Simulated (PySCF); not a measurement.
Match the calculated data to a structure.

All candidates are C8H9F.

- Rotational structure: rotational constants A, B, C: 4.479, 0.843, 0.758 GHz [GFN2-xTB]
- 13C NMR: chemical shifts (computed TMS as zero) by class: 141.2 (1 C), 134.9 (2 C), 134.5 (2 C), 132.3 (1 C), 89.3 (1 C), 42.8 (1 C) ppm [GIAO PBE0/pcSseg-1]
- 1H NMR: chemical shifts (computed TMS as zero) by class: 7.65 (2 H), 7.56 (1 H), 7.54 (2 H), 4.63 (2 H), 3.14 (2 H) ppm [GIAO PBE0/pcSseg-1]
- Dipole: 1.80 D [PBE0/pcSseg-1]
- NMR, other nuclei: isotropic shieldings of nuclei other than C and H, by class: 403 (1 F) ppm [GIAO PBE0/pcSseg-1]

Gas-phase values; electronic properties from PySCF, density fitting. Levels stand in brackets. One conformer (not necessarily the lowest) at the GFN2-xTB geometry, without solvent, vibrations or thermal averaging. NMR classes are plain means over equivalent atoms (diastereotopic ones count apart unless rotation or inversion swaps them), as if these changed places fast.

Task: Which candidate is it?
A. `C#C[C@@H]1CC(F)=C[C@@H]1C`
B. `C=C(F)C(=C)C#CCC`
C. `FCCc1ccccc1`
D. `C=CC1=C[C@@H](CF)C1=C`

Result: C. It is `FCCc1ccccc1`. Numbering: `[F:1][CH2:2][CH2:3][c:4]1[cH:5][cH:6][cH:7][cH:8][cH:9]1`. Its formula, C8H9F, gives 4 degrees of unsaturation: 1 ring and 3 π bonds in the structure found (Kekulé form). 8 carbons fall into 6 classes; from least to most shielded: substituted aromatic carbon [C4] (141.2 ppm), aromatic CH carbon [C5/C9] (134.9 ppm, 2 C), aromatic CH carbon [C6/C8] (134.5 ppm, 2 C), aromatic CH carbon [C7] (132.3 ppm), sp3 C–F carbon [C2] (89.3 ppm), benzylic-type carbon [C3] (42.8 ppm). Hydrogen classes from least to most shielded: 2 H on the meta carbons, C6/C8 (7.65 ppm), 1 H on the para carbon, C7 (7.56 ppm), 2 H on the ortho carbons, C5/C9 (7.54 ppm), 2 H on an sp3 C–F carbon, C2 (4.63 ppm), 2 H on a benzylic-type carbon, C3 (3.14 ppm). The other shieldings belong to: 403 ppm, alkyl fluorine [F1]. The optimised geometry has point group Cs and is an asymmetric top.

The others, at the same levels:
- `C=C(F)C(=C)C#CCC` fails: it has 8 carbon classes against 6; its computed 13C shifts are 173.3 (1 C), 130.1 (1 C), 129.6 (1 C), 104.1 (1 C), 101.1 (1 C), 83.5 (1 C), 16.4 (1 C), 16.3 (1 C) ppm, 1H shifts are 6.12 (1 H), 5.90 (1 H), 5.38 (1 H), 5.16 (1 H), 2.55 (2 H), 1.29 (3 H) ppm and rotational constant A is 3.357 GHz (against 4.479 GHz).
- `C#C[C@@H]1CC(F)=C[C@@H]1C` fails: it has 8 carbon classes against 6; its computed 13C shifts are 170.8 (1 C), 115.2 (1 C), 89.9 (1 C), 78.7 (1 C), 41.3 (1 C), 41.1 (1 C), 32.0 (1 C), 21.7 (1 C) ppm, 1H shifts are 5.10 (1 H), 3.35 (1 H), 2.84 (1 H), 2.76 (1 H), 2.72 (1 H), 1.64 (1 H), 1.24 (3 H) ppm and rotational constant A is 2.989 GHz (against 4.479 GHz).
- `C=CC1=C[C@@H](CF)C1=C` fails: it has 8 carbon classes against 6; its computed 13C shifts are 153.6 (1 C), 153.1 (1 C), 151.0 (1 C), 137.4 (1 C), 125.5 (1 C), 106.7 (1 C), 89.9 (1 C), 51.7 (1 C) ppm, 1H shifts are 7.29 (1 H), 6.64 (1 H), 5.84 (1 H), 5.63 (1 H), 5.34 (1 H), 5.04 (1 H), 4.96 (1 H), 4.40 (1 H), 3.62 (1 H) ppm and rotational constant A is 3.584 GHz (against 4.479 GHz).

Each candidate is one conformer, not necessarily the lowest. The conformers computed, where there is a choice (atom-mapped SMILES and torsion angles):
- `[F:1][CH2:2][CH2:3][c:4]1[cH:5][cH:6][cH:7][cH:8][cH:9]1`: F1–C2–C3–C4 180°, C2–C3–C4–C5 89°
- `[CH2:1]=[C:2]([F:3])[C:4](=[CH2:5])[C:6]#[C:7][CH2:8][CH3:9]`: C1–C2–C4–C5 180°
- `[CH2:1]=[CH:2][C:3]1=[CH:4][C@@H:5]([CH2:6][F:7])[C:8]1=[CH2:9]`: C1–C2–C3–C4 180°, C4–C5–C6–F7 -77°

The conformers of `C#C[C@@H]1CC(F)=C[C@@H]1C` aren't listed.
